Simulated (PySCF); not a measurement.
## Bonding in `COCC[C@@](C)([SiH3])Cl`

C5H13ClOSi.
Numbering: `[CH3:1][O:2][CH2:3][CH2:4][C@@:5]([CH3:6])([SiH3:7])[Cl:8]` (hydrogens: H9, H10, H11 on C1; H12, H13 on C3; H14, H15 on C4; H16, H17, H18 on C6; H19, H20, H21 on Si7)

Cartesian coordinates in Å at the GFN2-xTB level; atoms count from 1:
```xyz
21
C5H13ClOSi angstrom
C      2.3738   -1.1347    0.4425
O      1.1316   -1.2058   -0.2142
C      0.8904   -0.1628   -1.1339
C      0.3334    1.0830   -0.4481
C     -1.0042    0.7927    0.2164
C     -2.1458    0.8055   -0.7820
Si    -1.0194   -0.7858    1.3171
Cl    -1.3030    2.1580    1.3693
H      3.1976   -1.1982   -0.2780
H      2.4838   -0.2151    1.0259
H      2.4136   -1.9897    1.1143
H      0.1611   -0.5608   -1.8440
H      1.8104    0.0843   -1.6798
H      0.2332    1.8864   -1.1831
H      1.0464    1.4128    0.3108
H     -2.1781    1.7455   -1.3336
H     -3.0969    0.6736   -0.2715
H     -2.0258   -0.0105   -1.4915
H     -2.2558   -0.6348    2.0979
H     -1.1546   -1.9943    0.5155
H      0.0993   -0.7323    2.2495
```

Bond orders from the PBE0/pcSseg-1 density (PySCF). One conformer (not necessarily the lowest) at the GFN2-xTB geometry, without solvent, vibrations or thermal averaging.

(1) How far do the computed orders between heavy atoms stray from the drawn ones?

(2) Give the Mayer order of every bond, beside its length.

## Answers

(1) The largest departure is 0.215, at C5–Si7 (drawn single, 0.785). Drawn single, order below 0.88: C5–Si7 (0.785).

(2) 
```tsv
bond	drawn as	length (Å)	Mayer order
C1–O2	single	1.407	0.910
O2–C3	single	1.411	0.900
C3–C4	single	1.527	1.023
C4–C5	single	1.522	0.954
C5–C6	single	1.517	0.995
C5–Si7	single	1.924	0.785
C5–Cl8	single	1.812	1.012
C1–H9	single	1.096	0.963
C1–H10	single	1.095	0.951
C1–H11	single	1.088	0.971
C3–H12	single	1.093	0.949
C3–H13	single	1.098	0.949
C4–H14	single	1.093	0.940
C4–H15	single	1.092	0.939
C6–H16	single	1.090	0.954
C6–H17	single	1.087	0.956
C6–H18	single	1.088	0.945
Si7–H19	single	1.470	0.924
Si7–H20	single	1.456	0.929
Si7–H21	single	1.457	0.943
```

By pair of heavy elements: C–O: all 2 within 0.02 of one another (0.900 to 0.910). C–C: lowest C4–C5 (0.954, 1.522 Å), highest C3–C4 (1.023, 1.527 Å); in 2 of the 3 pairs the longer bond (by over 0.003 Å) has the higher order (by 0.02 or more).

Question: Sum the orders of all bonds at each heavy atom with more than one neighbour and set the sums beside the valence in the SMILES.

Answer: C1 3.795 (drawn 4), O2 1.810 (drawn 2), C3 3.821 (drawn 4), C4 3.856 (drawn 4), C5 3.746 (drawn 4), C6 3.850 (drawn 4), Si7 3.581 (drawn 4). Orders between atoms that aren't bonded are not in these sums.

The Mayer order sums products of elements of PS (density times overlap matrix) between the two atoms' basis functions, so it depends on the basis set.

The run behind these numbers computed NMR shieldings as well. The run took 95 s (grids of density and orbitals included) on an Arm Neoverse N1 with one thread, shared host, and the process peaked at 1.0 GiB of memory.
